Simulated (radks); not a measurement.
Polarisability of the krypton ion Kr8+, [Ar] 3d10, at imaginary frequency. Calculated with a radial shooting solver on a logarithmic mesh with Libxc functionals: scalar-relativistic Kohn-Sham, LDA (Slater exchange, Perdew-Wang correlation), spin-polarised, spherical densities, finite nucleus; Fermi nuclear charge, rms radius 4.1884 fm. Response by self-consistent Sternheimer equations with the Hartree and adiabatic LDA kernel, the relativistic mass of each level held fixed and spin-orbit coupling left out.

| w (hartree) | alpha1(iw) (bohr^3) | alpha2(iw) (bohr^5) |
|---|---|---|
| 0.00266 | 0.2132 | 0.1449 |
| 0.0143 | 0.2132 | 0.1449 |
| 0.0360 | 0.2132 | 0.1449 |
| 0.0697 | 0.2132 | 0.1449 |
| 0.118 | 0.2131 | 0.1448 |
| 0.186 | 0.2130 | 0.1447 |
| 0.280 | 0.2127 | 0.1444 |
| 0.413 | 0.2122 | 0.1439 |
| 0.605 | 0.2111 | 0.1427 |
| 0.892 | 0.2087 | 0.1403 |
| 1.35 | 0.2034 | 0.1353 |
| 2.12 | 0.1913 | 0.1247 |
| 3.59 | 0.1639 | 0.1044 |
| 6.94 | 0.1100 | 0.07018 |
| 17.5 | 0.03904 | 0.02564 |

Static values: alpha1 = 0.2132 bohr^3 (0.03159 angstrom^3; uncoupled 0.2471), alpha2 = 0.1449 bohr^5, alpha3 = 0.1461 bohr^7. C6 = 0.2498, C8 = 0.8132, triple-dipole C9 = 0.03779 atomic units. One-pole (London) frequency 4 C6 / (3 alpha1^2) = 7.327 hartree, against 7.921 for minus the highest occupied eigenvalue.
